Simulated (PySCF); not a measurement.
# Structure from 2D NMR

Compound of formula C6H13N3Si. Correlations simulated from computed shifts and the bond graph:

HSQC (one-bond C–H):
```csv
δH,δC
7.98,150.8
1.77,32.4
```

HMBC (two and three bonds, from the bond graph):
```csv
δH,δC
7.98,126.1
4.72,"150.8, 126.1"
1.77,"58.1, 32.4"
```

Carbons without hydrogens: δ 126.1, 58.1.

- GIAO PBE0/pcSseg-1 shieldings
- geometry from GFN2-xTB
- program: PySCF 2.14.0 with density-fitted response routines
- equivalent nuclei averaged, non-relativistic, one computed conformer, in vacuum

Referencing at the same level of theory: $^{1}$H, $^{13}$C vs TMS.

Exchangeable hydrogens are left out of these lists.

**Question.** Which molecule is this?

**Answer.** SMILES CC(C)(C)n1nncc1[SiH3].

Atom-mapped SMILES (the numbers label the heavy atoms): `[CH3:1][C:2]([CH3:3])([CH3:4])[n:5]1[n:6][n:7][cH:8][c:9]1[SiH3:10]`; H(Xn) means a hydrogen on atom n.

- δC 150.8 is C8, an aromatic CH next to a ring nitrogen (δH 7.98).
- δC 126.1 is C9, a substituted aromatic carbon next to a ring nitrogen.
- δC 58.1 is C2, a fully substituted sp3 carbon bonded to N.
- δC 32.4 is C1/C3/C4, a methyl carbon (δH 1.77).
- HMBC from δH 7.98 reaches the proton-free carbon C9.
- HMBC from δH 4.72 reaches the proton-free carbon C9.
- HMBC from δH 1.77 reaches the proton-free carbon C2.

The shifts were computed for this structure.

Shifts are as computed. Against solution values, carbons near 30 ppm lie about +3 ppm off and those near 130 ppm about +5 ppm. Of 1211 compounds with measured shifts, 218 miss one by over three times the rms of a fit or turn the order of signals round; such compounds aren't used in these exercises.
